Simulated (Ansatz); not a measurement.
Reaction (formal hydrolysis of the Si–N bond): `C=N[Si](N)(O)F` + H₂O → `N[Si](O)(O)F` + `C=N`

Isolated molecules relaxed with PBE0-D4/def2-TZVP in Ansatz; ΔE leaves out vibrations. CBS: MP2 limit from def2 TZ/QZ plus the TZ coupled-cluster correction, frozen cores. This one scheme is used for every species. DFT in def2-TZVPP. B3LYP here is the variant with VWN-RPA as its local correlation; programs differ in this. One conformer a species, not always the lowest.

```json
{"level": "r2SCAN-D4", "ΔE (kJ/mol)": "-66.9", "difference from CCSD(T)/CBS": "-1.6"}
{"level": "B3LYP-D4", "ΔE (kJ/mol)": "-63.8", "difference from CCSD(T)/CBS": "1.5"}
{"level": "ωB97X-V", "ΔE (kJ/mol)": "-67.0", "difference from CCSD(T)/CBS": "-1.7"}
{"level": "B2PLYP", "ΔE (kJ/mol)": "-69.0", "difference from CCSD(T)/CBS": "-3.7"}
{"level": "PBE", "ΔE (kJ/mol)": "-63.6", "difference from CCSD(T)/CBS": "1.7"}
{"level": "PBE0", "ΔE (kJ/mol)": "-66.0", "difference from CCSD(T)/CBS": "-0.7"}
{"level": "B3LYP", "ΔE (kJ/mol)": "-69.7", "difference from CCSD(T)/CBS": "-4.4"}
{"level": "HF/def2-TZVPP", "ΔE (kJ/mol)": "-76.8", "difference from CCSD(T)/CBS": "-11.5"}
{"level": "MP2/def2-TZVPP", "ΔE (kJ/mol)": "-65.5", "difference from CCSD(T)/CBS": "-0.2"}
{"level": "SCS-MP2/def2-TZVPP", "ΔE (kJ/mol)": "-68.4", "difference from CCSD(T)/CBS": "-3.1"}
{"level": "CCSD(T)/def2-TZVPP", "ΔE (kJ/mol)": "-68.6", "difference from CCSD(T)/CBS": "-3.3"}
{"level": "HF/def2-QZVPP", "ΔE (kJ/mol)": "-76.6", "difference from CCSD(T)/CBS": "-11.3"}
{"level": "MP2/def2-QZVPP", "ΔE (kJ/mol)": "-63.5", "difference from CCSD(T)/CBS": "1.8"}
{"level": "SCS-MP2/def2-QZVPP", "ΔE (kJ/mol)": "-66.6", "difference from CCSD(T)/CBS": "-1.3"}
{"level": "HF/CBS(def2)", "ΔE (kJ/mol)": "-76.5", "difference from CCSD(T)/CBS": "-11.2"}
{"level": "MP2/CBS(def2)", "ΔE (kJ/mol)": "-62.2", "difference from CCSD(T)/CBS": "3.1"}
{"level": "CCSD(T)/CBS", "ΔE (kJ/mol)": "-65.3", "difference from CCSD(T)/CBS": "0"}
```

Largest T1 diagnostic among the species: 0.012.

The D4 term adds +5.9 kJ/mol with B3LYP and +3.4 kJ/mol with PBE0; it sums over pairs of atoms, weighted by their polarisabilities, and B3LYP, whose exchange is more repulsive, gets the larger term. In def2-TZVPP, CCSD(T) changes the Hartree–Fock value by +8.2 kJ/mol (the triples alone add +1.9 kJ/mol) and MP2 by +11.3 kJ/mol.
